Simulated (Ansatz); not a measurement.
Total energies of Ag₄H₄ from Ansatz at PBE0-D4/def2-TZVPD, gas phase (1 Eh = 27.2114 eV = 2625.5 kJ/mol). The reference geometry is relaxed at r2SCAN-D4/def2-SVP.

```xyz
8

Ag   -1.368    0.292   -1.287
Ag   -0.130    1.815    0.550
Ag    0.130   -1.815   -0.550
Ag    1.368   -0.292    1.287
H    -1.156   -1.424   -1.720
H     1.400   -1.971    0.692
H     1.159    1.425    1.717
H    -1.403    1.970   -0.689
```

```json
{"state": "charge 0 singlet", "geometry": "reference", "energy (Eh)": "-590.42937"}
{"state": "charge -1 doublet", "geometry": "reference", "energy (Eh)": "-590.44571"}
{"state": "charge -1 doublet", "geometry": "relaxed at r2SCAN-D4/def2-SVPD", "energy (Eh)": "-590.44895"}
{"state": "free Ag atom (doublet)", "geometry": "–", "energy (Eh)": "-146.96650"}
{"state": "free H atom (doublet)", "geometry": "–", "energy (Eh)": "-0.50104"}
```

In the def2 sets Ag takes a core potential; there is no spin–orbit coupling.

Question: Work out the vertical electron affinity, to the doublet.

Answer: E(charge 0 singlet) − E(charge -1 doublet) = -590.42937 − (-590.44571) = 0.01634 Eh = 0.44 eV.

Question: How much does the charge -1 doublet relax, and what is the adiabatic electron affinity?

Answer: Relaxation: -590.44571 − (-590.44895) = 0.00324 Eh = 0.09 eV. Adiabatic electron affinity: 0.01958 Eh = 0.53 eV, without zero-point energy. 

Question: What is the binding energy per atom against free atoms?

Answer: Atoms: 4 × (-146.96650) + 4 × (-0.50104) = -589.87016 Eh. Binding: -589.87016 − (-590.42937) = 0.55921 Eh = 15.22 eV, or 1.90 eV for each of 8 atoms (no zero-point energy, no counterpoise term).

At PBE0-D4/def2-TZVPD the highest occupied level of the charge -1 doublet lies above zero (up to 0.89 eV). By energy differences its removal costs 0.44 eV (vertical, to the charge 0 singlet, at PBE0-D4/def2-TZVPD); a positive level beside a positive removal energy at the same level points to self-interaction error. At PBE0-D4/def2-TZVPD the highest occupied level of the relaxed charge -1 doublet lies above zero (up to 0.81 eV). By energy differences its removal costs 0.53 eV (each at its own geometry, to the charge 0 singlet, at PBE0-D4/def2-TZVPD); the vertical value is larger still, so the positive level points to self-interaction error. 

The structure comes from a short search, and lower isomers may exist.
